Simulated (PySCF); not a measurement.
Computed IR spectrum (relative IR intensity) of a molecule CH7NOSi2. Geometry optimised at TPSSh-D3(BJ)/def2-SVP. Other conformers were not sampled. Method: TPSSh-D3(BJ)/def2-SVP run with PySCF 2.14.0. Frequencies are harmonic and unscaled.

Lines under 2 % of the strongest are left out, and lines within 2 cm⁻¹ are merged.

```csv
ν (cm⁻¹),relative intensity
313,20
408,2.3
472,7.0
547,8.0
700,4.3
704,14
714,9.8
769,3.3
835,32
857,13
963,100
976,52
997,42
1039,42
1089,11
1171,4.3
1204,4.5
1360,4.9
2231,51
2257,47
2263,53
2270,19
2972,17
3033,7.3
3580,3.7
```

Problem. Identify the compound among the candidates.
(A) O[Si@@H]1NC[SiH2]1
(B) C1N[SiH2]O[SiH2]1
(C) N[Si@H]1OC[SiH2]1
(D) NC1[SiH2]O[SiH2]1

Solution. B, C1N[SiH2]O[SiH2]1
